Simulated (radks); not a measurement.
Values are calculated unless marked as measured or tabulated.
Spherical jellium clusters: N electrons in a uniform positive sphere of charge N and radius rs N^(1/3), rs = 3.66 bohr. Level of theory: non-relativistic Kohn-Sham, LDA (Slater exchange, Perdew-Wang correlation), spin-polarised, spherical densities (a radial shooting solver with Libxc functionals). Levels are named by radial order and angular momentum (1s, 1p, 1d, 2s, ...), and open shells are averaged over m.

N = 7, configuration 1s2 1p(up 3, down 2). This is the lowest configuration that the search found. Occupied and some empty levels:

| level | occupation | eigenvalue (eV) | <r> (bohr) |
|---|---|---|---|
| 1s up | 1 | -4.9758 | 4.737 |
| 1s down | 1 | -4.7683 | 4.750 |
| 1p up | 3 | -3.4073 | 5.873 |
| 1p down | 2 | -3.2096 | 5.935 |
| 1d up | 0 | -1.6204 | 7.089 |
| 1d down | 0 | -1.4626 | 7.218 |
| 2s up | 0 | -1.2730 | 7.577 |
| 2s down | 0 | -1.1780 | 7.748 |

Energy (eV): total -11.8989, kinetic 13.634, external -221.26, Hartree 107.62, exchange-correlation -26.159, background 114.27.
